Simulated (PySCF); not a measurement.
The numbers are results of CAM-B3LYP-D3(BJ)/def2-TZVP run with PySCF, not measurements. Isolated molecules, 0 K electronic values unless said otherwise. One relaxed conformer stands for a flexible species; it need not be the lowest. Excitations are Tamm–Dancoff values on a coarser integration grid. The basis has no diffuse functions, so Rydberg states are missing or too high.

Reference species (SMILES): `BB1C=C1` (neutral, multiplicity 1).

```json
{
  "S1–T1 gap (TDA)": "0.71 eV",
  "brightest of the four lowest singlets (TDA)": "6.08 eV"
}
```

Changed species: `CB1B=C1`.

Task: Predict the effect on the S1–T1 gap (TDA) and brightest of the four lowest singlets (TDA).

Result: the S1–T1 gap (TDA) rises by 0.68 eV, to 1.39 eV; the brightest of the four lowest singlets (TDA) falls by 0.30 eV, to 5.78 eV.
